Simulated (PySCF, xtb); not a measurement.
C3H8ClFSi, SMILES CCC[Si@H](F)Cl. Other conformers were not sampled.

Harmonic wavenumbers (cm⁻¹) from xtb with GFN2-xTB at its own minimum, in rising order: 42, 79, 95, 172, 232, 236, 246, 342, 525, 638, 654, 729, 756, 821, 845, 953, 1016, 1081, 1113, 1224, 1254, 1283, 1355, 1417, 1469, 1497, 1503, 1505, 2352, 2948, 2974, 2979, 2993, 3030, 3033, 3039.

Task: What does PBE-D3(BJ)/def2-SVP (PySCF 2.14.0) give at its own minimum? (The exact figures need the calculation; the answer reports its results.)

Result: 55, 79, 91, 204, 253, 259, 277, 336, 549, 655, 717, 755, 791, 817, 883, 896, 985, 1033, 1060, 1176, 1182, 1275, 1312, 1348, 1372, 1417, 1419, 1429, 2202, 2960, 2966, 2968, 3003, 3024, 3054, 3061. Paired by order, the mean absolute difference is 37 cm⁻¹ and the zero-point energies are 66.4 and 65.6 kcal/mol.
